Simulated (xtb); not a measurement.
iodoethane (C2H5I), SMILES CCI. All values are semi-empirical tight-binding results from xtb (GFN2-xTB unless named), good for trends rather than for accurate numbers. Geometry optimised at GFN2-xTB.

Optimised geometry:

Bonds (Å): C1–C2 1.511, C1–H4 1.088, C1–H5 1.090, C1–H6 1.088, C2–I3 2.166, C2–H7 1.087, C2–H8 1.087. Bond angles (°): C2–C1–H4 111.1, C2–C1–H5 109.2, C2–C1–H6 111.1, H4–C1–H5 108.4, H4–C1–H6 108.5, H5–C1–H6 108.4, C1–C2–I3 111.9, C1–C2–H7 111.7, C1–C2–H8 111.7, I3–C2–H7 105.9, I3–C2–H8 105.9, H7–C2–H8 109.6.

Task: Estimate the properties. (An estimate is asked for; the answer gives what the named calculation found.)

Result: 
- point group as xtb finds it: Cs
- orbital gap: 4.66 eV
- zero-point energy: 40.6 kcal/mol
- G − E(el) at 298.15 K (modified RRHO): 22.9 kcal/mol
- static polarisability (D4 model): 58.9 bohr³
- solvation energy, GFN2-xTB/ALPB(water): -2.2 kcal/mol
- solvation energy, GFN2-xTB/ALPB(toluene): -4.4 kcal/mol

Task: Give the atomic charges and the Wiberg bond orders between heavy atoms. (Estimate from the structure and the level; the computed values follow.)

Result: charges (e) C1 -0.10, C2 0.01, I3 -0.16, H4 0.05, H5 0.04, H6 0.05, H7 0.05, H8 0.05. Bond orders C1–C2 1.04, C2–I3 0.95.
